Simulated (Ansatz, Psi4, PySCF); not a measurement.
O₄Re, charge -1, singlet, geometry from GFN2-xTB (such geometries of metal compounds can be far from the true shape) (core potentials on Re). Base run: B3LYP/def2-SVP in PySCF.

The PySCF input:
```python
from pyscf import gto, scf, dft

mol = gto.M(
    atom='''
Re   -0.000000   -0.000000   -0.000000
O     1.398159   -0.281745   -0.911876
O     0.426408    0.285156    1.613260
O    -0.812781    1.351124   -0.616115
O    -1.011786   -1.354535   -0.085269
''',
    basis='def2-svp',
    ecp={'Re': 'def2-svp'},
    charge=-1,
    spin=0,
    verbose=4,
)

mf = dft.RKS(mol)
mf.xc = 'b3lyp'
mf.kernel()
```

The same geometry, method and basis name were run in Ansatz (a program for electronic structure) and Psi4 and PySCF, at each program's defaults and at the settings that a row names. The base is PySCF at its defaults. Differences at the defaults can come from grids, fitting, cores and function types together.

```json
[
 {"code and settings": "PySCF, defaults (exact integrals, its default grid, spherical functions)", "ΔE vs base (mEh)": "0.000", "basis functions": "88", "E (Eh)": "-379.19115", "SCF cycles": "10"},
 {"code and settings": "Psi4, defaults (density fitting with its default set, its default grid, spherical functions)", "ΔE vs base (mEh)": "0.040", "basis functions": "88", "E (Eh)": "-379.19111", "SCF cycles": "11"},
 {"code and settings": "Ansatz, defaults (factorised integrals, its default grid, spherical functions)", "ΔE vs base (mEh)": "0.011", "basis functions": "88", "E (Eh)": "-379.19114", "SCF cycles": "-"},
 {"code and settings": "PySCF, density fitting with def2-universal-jkfit", "ΔE vs base (mEh)": "0.021", "basis functions": "88", "E (Eh)": "-379.19113", "SCF cycles": "10"},
 {"code and settings": "PySCF, fine grid", "ΔE vs base (mEh)": "-0.003", "basis functions": "88", "E (Eh)": "-379.19115", "SCF cycles": "10"},
 {"code and settings": "Psi4, exact integrals, spherical functions, fine grid", "ΔE vs base (mEh)": "0.001", "basis functions": "88", "E (Eh)": "-379.19115", "SCF cycles": "13"},
 {"code and settings": "Ansatz, high accuracy", "ΔE vs base (mEh)": "-0.003", "basis functions": "88", "E (Eh)": "-379.19116", "SCF cycles": "-"}
]
```
